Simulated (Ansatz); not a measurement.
Relaxation of C$_{2}$H$_{2}$F$_{2}$SSi (8 atoms, charge 0, multiplicity 1), to a largest force component of 0.015 eV/Å in at most 40 steps.

Computed with RKS BLYP-D4/6-31G* (Ansatz).

```xyz
8
Properties=species:S:1:pos:R:3:forces:R:3
F 0.318 -1.302 1.769 -0.07 0.01 0.01
Si 0.903 -0.085 0.858 3.22 -2.50 3.60
F 2.016 -0.718 -0.096 0.94 -0.47 -0.62
C -0.731 -0.043 -0.792 -1.69 -3.48 -0.49
C -0.217 0.890 0.038 -3.53 5.48 -1.82
S -0.667 2.473 0.078 0.52 0.79 0.76
H -1.381 -0.829 -0.318 0.13 0.46 -0.45
H -0.148 -0.444 -1.592 0.47 -0.27 -0.99
```

**Question.** Where does it end, and by what steps?

**Answer.** The forces met the threshold. After 14 steps the energy has fallen by 2.404 eV; C5 moved furthest, 0.95 Å. Parted: Si2–C4, Si2–C5.

```csv
step,energy less start (eV),largest force component (eV/Å),accepted
0,0.0000,5.475,yes
1,-0.6808,2.825,yes
2,-1.1529,1.833,yes
3,-1.5684,1.739,yes
4,-1.8679,1.480,yes
5,-2.0445,2.318,yes
6,-2.2264,1.656,yes
7,-2.3103,1.050,yes
8,-2.3380,1.209,yes
9,-2.3919,0.380,yes
10,-2.3915,0.351,no
11,-2.4000,0.147,yes
12,-2.4028,0.118,yes
13,-2.4038,0.051,yes
14,-2.4043,0.013,yes
```

```xyz
8
Properties=species:S:1:pos:R:3
F 0.433 -1.672 1.710
Si 1.396 -0.440 1.191
F 2.145 -1.167 -0.084
C -0.646 0.039 -0.635
C -0.890 1.335 -0.471
S -1.111 2.868 -0.213
H -1.250 -0.712 -0.117
H 0.014 -0.308 -1.436
```

Whether the end is a true minimum wasn't checked by a vibrational analysis.

Run time: 34 s on 2 threads of Arm Neoverse V1, with other jobs on the host, peak memory 0.15 GiB.
